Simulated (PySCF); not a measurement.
Species: C₅H₇N₃.
SMILES with atom numbers: `[CH2:1]=[CH:2][c:3]1[cH:4][n:5][n:6]([CH3:7])[n:8]1`

Structure used (GFN2-xTB), in Å, numbered top down from 1:
```
atom  x, y, z in Å
C1    -2.756    0.735   -0.338
C2    -2.080   -0.403   -0.422
C3    -0.641   -0.489   -0.335
C4     0.173   -1.635   -0.404
N5     1.435   -1.258   -0.276
N6     1.379    0.046   -0.137
C7     2.547    0.854    0.030
N8     0.175    0.556   -0.165
H9    -2.243    1.670   -0.195
H10   -3.830    0.764   -0.406
H11   -2.584   -1.350   -0.565
H12   -0.098   -2.662   -0.533
H13    3.114    0.512    0.897
H14    3.182    0.785   -0.854
H15    2.222    1.882    0.175
```

NICS = −σ at a ghost point: NICS(0) at the centroid of the ring atoms, NICS(1) 1 Å to either side along the normal of their mean plane, zz for the tensor component along that normal. Level: GIAO PBE0/pcSseg-1 (PySCF, non-relativistic, gas phase) on the GFN2-xTB geometry, one conformer.

Ring bond lengths (Å), with Mayer bond orders in brackets: C3–C4 1.408 (1.28), C4–N5 1.323 (1.51), N5–N6 1.313 (1.23), N6–N8 1.308 (1.25), N8–C3 1.337 (1.44).

Problem. What do the NICS probes read (ppm)?

Solution. 
```
          ring                                                 type  NICS(0)  NICS(1), two faces  NICS(1)zz, two faces  rms pucker (Å)  centre to ring atoms, mean (Å)
C3–C4–N5–N6–N8  5-membered ring with 3 N; formal bonds all aromatic    -12.2       -12.7 / -12.6         -31.0 / -30.9            0.00                            1.14
```

Problem. What do they say, and how far can they be read as aromaticity?

Solution. 
- C3–C4–N5–N6–N8: mean NICS(1)zz -31.0 ppm, shielded, aromatic by this magnetic criterion (flat ring, no four-coordinate atom).

Problem. How equal are the bonds by HOMA? HOMA = 1 − mean of α(R − Ropt)² over the ring bonds, with Krygowski's 1993 parameters (CC: Ropt 1.388 Å, α 257.7 Å⁻²; CN: Ropt 1.334 Å, α 93.52 Å⁻²; NN: Ropt 1.309 Å, α 130.33 Å⁻²).

Solution. 
- C3–C4–N5–N6–N8: HOMA 0.98; the largest term is that of C3–C4, α(R − Ropt)² = 0.10. The geometric and the magnetic index point the same way.

Problem. Give the inner angles of the rings and the Hirshfeld charges of the ring atoms.

Solution. 
- C3–C4–N5–N6–N8: C3 106.8° (+0.009 e), C4 108.4° (-0.035 e), N5 104.6° (-0.141 e), N6 115.1° (+0.102 e), N8 105.0° (-0.124 e); sum 540.0° against 540° for a flat convex ring.

Rough CPU time on one thread of a shared machine: about 50 s. This is the whole shielding run at PBE0/pcSseg-1, SCF included.
